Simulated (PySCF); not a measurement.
## Dipole response of Sc (scandium, neutral)

[Ar] 3d1 4s2, 2D determinant. Calculation: PySCF 2.14, in aug-cc-pVTZ with one added diffuse shell each of s, p, d, f, g type (9s8p6d4f3g, 118 functions); no relativity, point nucleus. Coupled (time-dependent) response in atomic units; α is the mean over directions.

| method | mean α (bohr³) | α xx, yy, zz | C₆ (like pair) | S(−4) |
| --- | --- | --- | --- | --- |
| PBE | 126.6 | 123.0, 123.0, 133.6 | 1552 | 8883 |

S(−4) is the Cauchy moment in α(ω) = α(0) + S(−4) ω² + …

Reference α: 97 ± 10 bohr³ (recommended; Schwerdtfeger and Nagle, table of static dipole polarizabilities (2023 update)). Published C₆: 1383 (Chu and Dalgarno (2004); Tang, Norbeck and Certain (1976)).

α(iu) at PBE:

```json
{"u (hartree)": "0", "α(iu) (bohr³)": "126.6"}
{"u (hartree)": "0.0500", "α(iu) (bohr³)": "108.2"}
{"u (hartree)": "0.100", "α(iu) (bohr³)": "76.88"}
{"u (hartree)": "0.200", "α(iu) (bohr³)": "37.86"}
{"u (hartree)": "0.300", "α(iu) (bohr³)": "21.94"}
{"u (hartree)": "0.500", "α(iu) (bohr³)": "10.64"}
{"u (hartree)": "0.750", "α(iu) (bohr³)": "6.089"}
{"u (hartree)": "1.00", "α(iu) (bohr³)": "4.132"}
{"u (hartree)": "1.50", "α(iu) (bohr³)": "2.364"}
{"u (hartree)": "2.00", "α(iu) (bohr³)": "1.549"}
{"u (hartree)": "3.00", "α(iu) (bohr³)": "0.8108"}
{"u (hartree)": "5.00", "α(iu) (bohr³)": "0.3326"}
```

The components differ because the open shell of this determinant is not spherical; for a pure term their mean is the scalar polarisability.

⟨L²⟩ = 7.21 against 6 for a pure D term, so this real determinant mixes terms. ⟨S²⟩ = 1.10 against 0.75 shows spin contamination.
